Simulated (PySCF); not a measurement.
**SMILES F[C@@H]1C[C@H]2[C@@H]1C[C@@H]2Cl, C₆H₈ClF**

Molfile (atoms numbered from 1):
```
C6H8ClF
     RDKit          3D

 16 17  0  0  0  0  0  0  0  0999 V2000
   -1.0264   -2.1021    0.2947 F   0  0  0  0  0  0  0  0  0  0  0  0
   -1.2243   -0.7734    0.5766 C   0  0  2  0  0  0  0  0  0  0  0  0
   -1.3739    0.1315   -0.6555 C   0  0  0  0  0  0  0  0  0  0  0  0
   -0.1633    0.9581   -0.1895 C   0  0  1  0  0  0  0  0  0  0  0  0
    0.0323   -0.0012    1.0059 C   0  0  2  0  0  0  0  0  0  0  0  0
    1.3376   -0.5085    0.3724 C   0  0  0  0  0  0  0  0  0  0  0  0
    1.1634    0.4788   -0.7910 C   0  0  2  0  0  0  0  0  0  0  0  0
    2.4110    1.7430   -0.8510 Cl  0  0  0  0  0  0  0  0  0  0  0  0
   -2.0533   -0.7307    1.2881 H   0  0  0  0  0  0  0  0  0  0  0  0
   -2.3124    0.6780   -0.6926 H   0  0  0  0  0  0  0  0  0  0  0  0
   -1.2258   -0.3937   -1.5965 H   0  0  0  0  0  0  0  0  0  0  0  0
   -0.3009    2.0291   -0.0830 H   0  0  0  0  0  0  0  0  0  0  0  0
    0.0798    0.3217    2.0413 H   0  0  0  0  0  0  0  0  0  0  0  0
    2.2184   -0.3155    0.9789 H   0  0  0  0  0  0  0  0  0  0  0  0
    1.3235   -1.5569    0.0817 H   0  0  0  0  0  0  0  0  0  0  0  0
    1.1069    0.0508   -1.7920 H   0  0  0  0  0  0  0  0  0  0  0  0
  1  2  1  0
  2  3  1  0
  3  4  1  0
  4  5  1  0
  5  6  1  0
  6  7  1  0
  7  8  1  0
  5  2  1  0
  7  4  1  0
  2  9  1  1
  3 10  1  0
  3 11  1  0
  4 12  1  1
  5 13  1  1
  6 14  1  0
  6 15  1  0
  7 16  1  6
M  END
```

Method: PySCF 2.14.0, TDDFT B3LYP/def2-SVPD circular dichroism and optical rotation, one conformer, gas phase. Geometry: GFN2-xTB.

States above about 7.9 eV (minus the energy of the highest occupied orbital) lie near or above the ionisation threshold and depend on the basis.

(1) Draw the ECD and absorption spectra from the lowest 12 states, each a Gaussian of half-width 0.3 eV at 1/e height.

Results:

(1) 
```csv
E (eV),λ (nm),Δε (L mol⁻¹ cm⁻¹),ε (L mol⁻¹ cm⁻¹)
6.33,196,-0.04,16.4
6.48,191,-0.13,70.1
6.63,187,-0.24,184
6.78,183,-0.18,302
6.93,179,+0.13,319
7.08,175,+0.33,275
7.23,172,-0.33,427
7.38,168,-2.38,1070
7.53,165,-3.61,2250
7.68,161,-0.61,3470
7.83,158,+5.08,4050
7.98,155,+11.08,3800
```
Δε uses R in velocity form, ε uses f in length form. Only the states computed contribute, so the short-wavelength end is incomplete.
